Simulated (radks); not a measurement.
Excited configurations of neutral indium: one electron is placed in a higher orbital outside [Kr] 4d10 5s2. The ground configuration is [Kr] 4d10 5s2 5p1. Method: Dirac Kohn-Sham, PBE, spin-unpolarised, spherical densities, point nucleus; open shells fill j = l - 1/2 first; computed with a radial shooting solver on a logarithmic mesh with Libxc functionals. Excitation = E - E(ground); binding = E(ion) - E, where the ion is the core of charge +1; n* = 1/sqrt(2 binding) in atomic units, and the quantum defect is n - n*.

outer orbital  excitation (eV)  binding (eV)  quantum defect  eigenvalue (eV)  <r> (bohr)
4f5/2                    4.660         0.912           0.137           -0.434       17.31
5d3/2                    3.895         1.677           2.152           -0.705       9.512
5f5/2                    4.942         0.631           0.355           -0.366       29.28
6s1/2                    2.792         2.780           3.788           -1.607       7.749
6p1/2                    3.593         1.979           3.378           -1.104       10.00
6d3/2                    4.504         1.068           2.431           -0.586       17.83
6f5/2                    5.116         0.456           0.537           -0.286       43.89
7s1/2                    4.139         1.433           3.919           -0.876       15.30
7p1/2                    4.460         1.112           3.503           -0.676       18.88
7d3/2                    4.866         0.706           2.611           -0.433       29.01

The Delta-SCF ionisation energy is 5.572 eV (NIST Atomic Spectra Database: 5.786 eV, measured). Self-interaction in the functional shifts the binding energies and quantum defects, so they are the method's values and not measured ones. Spin polarisation and multiplet splitting are left out, so open shells lie too high by an amount that depends on their filling.

Beside tabulated values, note that spin-unpolarised runs miss the spin-polarisation part of the exchange energy of open shells.
